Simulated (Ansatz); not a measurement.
One change: `CC(C)[O][ZnH]` becomes `CC(C)[O][GaH2]`.

Ansatz, PBE0-D4/def2-TZVP geometries, multiplicity 1. Each molecule was computed in one conformer, which needn't be the lowest.

Scalar relativity is left out up to krypton.

| property | `CC(C)[O][ZnH]` |
| --- | --- |
| HOMO–LUMO gap (B3LYP/def2-TZVPP) / eV | 6.49 |
| zero-point energy (PBE0-D4/def2-TZVP) / kJ/mol | 272.9 |
| size of the dipole moment (B3LYP/def2-TZVPP) / D | 0.93 |
| size of the dipole moment (PBE/def2-TZVPP) / D | 0.85 |
| HOMO–LUMO gap (ωB97M-V/def2-TZVPP) / eV | 10.77 |
| LUMO energy (PBE0/def2-TZVPP) / eV | -0.33 |

(1) Give the same properties after the change, and the shifts. (Estimate.)

Results:

(1) The calculation gave: 
| property | `CC(C)[O][GaH2]` | shift |
| --- | --- | --- |
| HOMO–LUMO gap (B3LYP/def2-TZVPP) / eV | 6.08 | -0.41 |
| zero-point energy (PBE0-D4/def2-TZVP) / kJ/mol | 293.0 | 20.1 |
| size of the dipole moment (B3LYP/def2-TZVPP) / D | 1.14 | 0.21 |
| size of the dipole moment (PBE/def2-TZVPP) / D | 1.08 | 0.23 |
| HOMO–LUMO gap (ωB97M-V/def2-TZVPP) / eV | 10.55 | -0.22 |
| LUMO energy (PBE0/def2-TZVPP) / eV | -1.15 | -0.82 |

With PBE0 the HOMO falls by 0.40 eV and the LUMO falls by 0.82 eV, so the gap narrows by about 0.42 eV. PBE moves the HOMO by -0.45 eV and ωB97M-V by -0.30 eV. The zero-point energy changes by 20.1 kJ/mol with +3 modes. Dipoles are sizes alone; their direction can turn.

Positive LUMOs are unbound, so they and the gaps depend on the basis.

B3LYP here is the variant with VWN-RPA as its local correlation; programs differ in this.
